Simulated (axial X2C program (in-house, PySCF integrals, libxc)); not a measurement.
**NiB: from the spin-free to the two-component result**

Computed with an in-house relativistic program for diatomic molecules. Spin-free means the one-electron spin-free X2C Hamiltonian; two-component (2c) means X2C with spin–orbit coupling and atomic mean-field two-electron Coulomb and Gaunt terms, so the difference of the two also holds small scalar two-electron terms. Basis: Ni dyall-cv3z [9s9p6d3f2g], B dyall-v3z [7s6p2d1f] (cores contracted in-house); Gaussian nuclei, density fitting, unrestricted open shells. Masses: Ni 57.935 u, B 11.009 u.

Spin-free state: M_S = 1/2, Λ = 2 (beyond evenly filled blocks: δ+α, δ+β, δ-α); fragments Ni + B.

```
level  Re (Å)  ωe (cm⁻¹)  De (eV)  μ (D)
 PBE0   1.884      580.6    2.354  -1.75
   HF   2.085      416.2   -1.368  -3.47
  MP2   1.776      670.7    2.702    n/a
 BLYP   1.880      593.8    2.863  -1.23
```

Correlated methods: 13 electrons correlated (number of frozen shells: Ni 3 s, 2 p; B 1 s), 227 virtual spin orbitals or spinors in MP2.

Dipoles are positive if B is the positive end.

Task: Within this multiplet, which Ω should lie lowest by the rule for regular and inverted multiplets?

Result: The open δ shell holds three electrons, one hole, so the multiplet is inverted: Ω = Λ + 1/2 = 5/2. The PBE0 2c search agrees.

Two-component determinant lowest at the distance of the search:

Ω = 5/2 (⟨Sz⟩ = 0.50, ⟨Lz⟩ = 2.00 at HF); fragments Ni + B.

```csv
level,Re (Å),ωe (cm⁻¹),De (eV),μ (D)
PBE0,1.884,580.3,n/a,-1.75
HF,2.085,416.0,-1.405,-3.47
MP2,1.776,671.8,n/a,n/a
BLYP,1.880,593.5,n/a,-1.23
```

Task: From the two tables, how do the constants change at the MP2 level (2c against spin-free)?

Result: At the MP2 level Re is unchanged within 0.001 Å and ωe increases by 1.1 cm⁻¹.

One determinant describes the state; a PBE0 search over occupations chose it and may have missed a lower one. De is counted from the lowest determinant-based energies of the atoms at the same level, without counterpoise correction. De is not given where an atomic determinant may have missed its ground term or J level, or where the truncated virtual space spoils (T). Density functionals use the spin component along the axis (collinear). The functionals have no current-density term, which raises determinants with orbital currents, atoms included. At some level and bond length an empty orbital lies below a filled one.
